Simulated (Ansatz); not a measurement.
`F[SiH2]P[SiH3]` + H₂ → `[SiH3]P` + `F[SiH3]` at 400 K and 1 bar (hydrogenolysis of a P–Si bond).

Computed with Ansatz on PBE0-D4/def2-TZVP structures; ΔE is electronic, products minus reactants. CCSD(T)/CBS is the MP2 limit (def2-TZVPP, def2-QZVPP) plus CCSD(T) − MP2 in def2-TZVPP, frozen cores. This one scheme is used for every species. Each species was taken in one conformer, which may not be the lowest.

| species | CCSD(T)/CBS energy (Eh) | H − E (kJ/mol) | S (J/(mol·K)) |
| --- | --- | --- | --- |
| `F[SiH2]P[SiH3]` | -1022.56126 | 179.3 | 402.6 |
| H₂ | -1.17544 | 38.0 | 139.0 |
| `[SiH3]P` | -633.00997 | 132.7 | 302.6 |
| `F[SiH3]` | -390.72345 | 88.0 | 253.8 |

H − E and S are ideal-gas, rigid-rotor, harmonic terms from PBE0-D4/def2-TZVP, for one conformer and one mirror image of each species. The MP2-based limit puts H₂ 0.8 mEh under its directly extrapolated value; such offsets cancel only in part. 1 Eh = 2625.50 kJ/mol, R = 8.31446 J/(mol·K).

Problem. By hand: ΔE, ΔH, ΔS and ΔG.

Solution. ΔE = (-633.00997) + (-390.72345) − (-1022.56126) − (-1.17544) = 0.00328 Eh = 8.6 kJ/mol. Δ(H − E) = 132.7 + 88.0 − 179.3 − 38.0 = 3.4, so ΔH = 12.0 kJ/mol. ΔS = 302.6 + 253.8 − 402.6 − 139.0 = 14.8 J/(mol·K). ΔG = 12.0 − 400 × (14.8)/1000 = 6.1 kJ/mol.

Problem. By hand: the equilibrium constant, and the temperature at which ΔG would vanish if ΔH and ΔS stayed fixed.

Solution. log₁₀ K = −ΔG/(RT ln 10) = -0.8. ΔG = 0 at ΔH/ΔS = 811 K, though so small a ΔS makes that figure unsure.

TΔS isn't small against ΔH here. A doubt of 5 kJ/mol in ΔE shifts log₁₀ K by 0.7 here. Other conformers and mirror images would add mixing entropy, several J/(mol·K) or more a flexible species. Modes under 60 cm⁻¹, often nearly free rotors, make the harmonic entropy too high. These are equilibria of isolated gas molecules and say nothing of rates. Largest T1 diagnostic: 0.013 (customary marks: 0.02 for closed shells, 0.045 for open ones).
